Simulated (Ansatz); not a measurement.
Two isomers of C2H4BNS: A = `B1C=NCS1`, B = `S/C=C1/BN1`.

Computed with Ansatz on PBE0-D4/def2-TZVP structures; ΔE is electronic, products minus reactants. CCSD(T)/CBS adds triple-zeta CCSD(T) − MP2 to the extrapolated MP2 energy (def2 sets, frozen cores). Functionals use def2-TZVPP. B3LYP here is the variant with VWN-RPA as its local correlation; programs differ in this. One conformer a species, not always the lowest.

(1) Which isomer does CCSD(T)/CBS put lower? Give the gap. (Estimate.)

(2) Give E(B) − E(A) in kcal/mol with r2SCAN-D4, BLYP-D4, HF/def2-TZVPP, B2PLYP, B3LYP, MP2/def2-TZVPP, B3LYP-D4. (Estimate.)

(3) Does the order hold for the free energy at 298.15 K (harmonic terms from PBE0-D4)? (An estimate is asked.)

Largest T1 diagnostic: 0.017.

## Answers

(1) The calculation gave: A, by 41.4 kcal/mol.

(2) The calculation gave: r2SCAN-D4 40.5, BLYP-D4 39.2, HF/def2-TZVPP 38.8, B2PLYP 40.1, B3LYP 37.8, MP2/def2-TZVPP 42.0, B3LYP-D4 38.8. None reverses the order clearly.

(3) Computed: Yes: G(B) − G(A) = +37.4 kcal/mol, for one conformer each.

From BLYP to BHLYP (50 % exact exchange), in def2-TZVPP and without D4, E(B) − E(A) moves by +0.8 kcal/mol. Leaving LDA and LC-ωPBE aside and taking each functional with its dispersion term where it has one, the values, not all of them listed here, spread over 3.6 kcal/mol, from CAM-B3LYP-D4 to PBE-QIDH.
